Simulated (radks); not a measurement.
Values are calculated unless marked as measured or tabulated.
Q: Ionisation of F3+, [He] 2s2 2p2, to F4+, [He] 2s2 2p1, under several functionals. Scalar-relativistic Kohn-Sham, spin-polarised, spherical densities, point nucleus; open shells are filled with parallel spins first; a radial shooting solver on a logarithmic mesh with Libxc functionals. The NIST Atomic Spectra Database gives 87.18 eV (semi-empirical). Rank these functionals by the error of their Delta-SCF ionisation energy: SOGGA; OLYP; RPBE; AM05; exchange-only LDA.

A: From best to worst: SOGGA 87.522 eV (+0.347); AM05 87.630 eV (+0.455); RPBE 87.760 eV (+0.585); exchange-only LDA 86.376 eV (-0.799); OLYP 88.025 eV (+0.850). Open shells are spherical and high-spin; term and fine-structure splittings are not resolved.
